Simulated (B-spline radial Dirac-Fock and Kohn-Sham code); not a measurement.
How the binding energies of Pt add up

System: atomic platinum, configuration [Xe] 4f14 5d9 6s1; nuclear rms radius 5.427 fm (A = 195).

These are calculated numbers from a radial atomic solver; the model is relaxed Dirac-Fock hole states (ΔSCF) with Breit and QED corrections and a finite nucleus. No correlation. Energies are counted from the vacuum level. Subshells whose hole state is unreliable or did not converge are left out.

All terms are in eV, carry their sign (relaxation lowers the binding energy) and add up to the binding energy; ⟨r⟩ is the mean radius of the orbital in the initial state.

```
subshell  −ε (Koopmans)  relaxation    Gaunt  retardation      QED  binding energy  ⟨r⟩ (bohr)
       K        78908.9      -94.04  -300.86        27.86  -143.79         78398.0       0.017
      L1        14005.3      -57.37   -33.58         2.42   -21.58         13895.2       0.072
      L2        13395.1      -62.13   -57.67         6.07    -0.30         13281.0       0.059
      L3        11663.0      -58.51   -39.03         8.49    -2.28         11571.7       0.068
      M1         3356.1      -33.23    -6.09         0.39    -5.02               ?       0.186
      M2         3083.7      -34.38   -10.78         0.98    -0.20          3039.3       0.177
      M3         2697.6      -32.41    -6.94         1.61    -0.58          2659.2       0.192
      M4         2250.1      -35.38    -4.66         0.42     0.38          2210.8       0.168
      N1          756.8      -15.19    -1.23         0.08    -1.24           739.2       0.415
      N2          640.3      -15.06    -2.25         0.20    -0.03           623.2       0.418
      N3          547.2      -13.86    -1.29         0.35    -0.12           532.3       0.451
      N4          356.4      -13.58    -0.60         0.05     0.09           342.3       0.461
      N6          93.05      -12.67     0.20        -0.06     0.07           80.59       0.509
      N7          89.41      -12.46     0.32        -0.05     0.05           77.27       0.516
      O2          80.74       -4.40    -0.30         0.02     0.00           76.06       1.051
      O3          65.16       -3.75    -0.14         0.05    -0.01           61.31       1.146
    O4,5          11.30       -2.09     0.01         0.00     0.01            9.23       1.695
      P1           7.73       -0.25    -0.01         0.00    -0.02            7.45       3.139
```

Problem. Which binding energy belongs in the row of M1?

Solution. 3312.1 eV, the sum of the terms in that row (to rounding).

For the deepest level, K (1s), the Breit terms make up -0.348 % of the binding energy, QED -0.183 % and orbital relaxation -0.120 %.

Spin-orbit splittings: 2p 1709.4 eV, 3p 380.0 eV, 4p 90.87 eV, 4f 3.32 eV, 5p 14.76 eV.

Going to the tabulated ground configuration of the next ion removes an electron from P1 (6s), computed at 7.45 eV. NIST lists 8.95883 eV as the ionisation energy of this species (measured), +1.51 eV from the computed value. Where a p, d or f shell is open in either ion the computed value averages over both j values and all terms, while the table refers to the lowest levels; that difference holds spin-orbit splitting (largest in heavy or highly charged ions), term energies where several electrons share open shells, and correlation, and it can reach 10 % or more.
